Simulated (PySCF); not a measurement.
HSe, SMILES [SeH] (connectivity only; charge and spin as stated), charge -1, multiplicity 1. Atoms are numbered in the order given.

```xyz
2

Se     0.0000     0.0000    -0.0421
H      0.0000     0.0000     1.4313
```
Charge -1, spin multiplicity 1.

The structure is a stationary point at PBE0-D3(BJ)/def2-TZVPD. The spin state was assumed, not searched.

Computed with PySCF with HF/pcSseg-2.

GIAO shieldings, no solvent; atoms alike by connectivity are averaged. δ = σ(ref) − σ: ⁷⁷Se against Me2Se (σ = 1901.4 ppm); ¹H against TMS (σ = 31.98 ppm), references at their B3LYP-D3(BJ)/def2-TZVP geometries, non-relativistic.

```csv
nucleus,atoms,count,δ (ppm)
⁷⁷Se,Se1,1,-620.9
¹H,H2,1,-3.49
```
